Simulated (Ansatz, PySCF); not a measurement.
Sn(vinyl)4 (C₈H₁₂Sn), SMILES [CH](=C)[Sn]([CH]=C)([CH]=C)[CH]=C.

Geometry: B3LYP-D3(BJ)/def2-SVP. The isomer is the one that the SMILES or the coordinates give; other isomers of the formula were not compared. The def2 effective core potentials stand for the cores of Sn; spin–orbit coupling is left out. Other conformers were not sampled.

Vertical ionisation energy (IE) and electron affinity (EA) in eV. Rows of orbital energies are one-electron estimates. Where ΔSCF, EOM or ADC give a negative EA the extra electron is unbound and the value depends on the basis.

| level | IE | EA |
|---|---|---|
| −ε(HOMO), −ε(LUMO), HF/def2-SVP (PySCF) | 9.93 | -3.36 |
| −ε(HOMO), −ε(LUMO), PBE/def2-SVP (PySCF) | 6.24 | 1.28 |
| ΔSCF, PBE0/def2-SVPD (Ansatz), final states of multiplicity 2 and 2 | 9.00 | -0.85 |
| ΔSCF, PBE/def2-SVPD (Ansatz), final states of multiplicity 2 and 2 | ___ | ___ |

Task: What belongs in the gaps? (Estimate from the structure and the level; the computed values follow.)

Result: 
- ΔSCF, PBE/def2-SVPD (Ansatz, an electronic-structure program), final states of multiplicity 2 and 2, IE: 8.57
- ΔSCF, PBE/def2-SVPD (Ansatz), final states of multiplicity 2 and 2, EA: -0.51

Task: What vertical singlet–triplet gap does ΔSCF give with PBE0/def2-SVPD (Ansatz) and with PBE/def2-SVPD (Ansatz)? (The exact figures need the calculation; the answer reports its results.)

Result: 4.16 and 4.29 eV (triplet above singlet where positive).
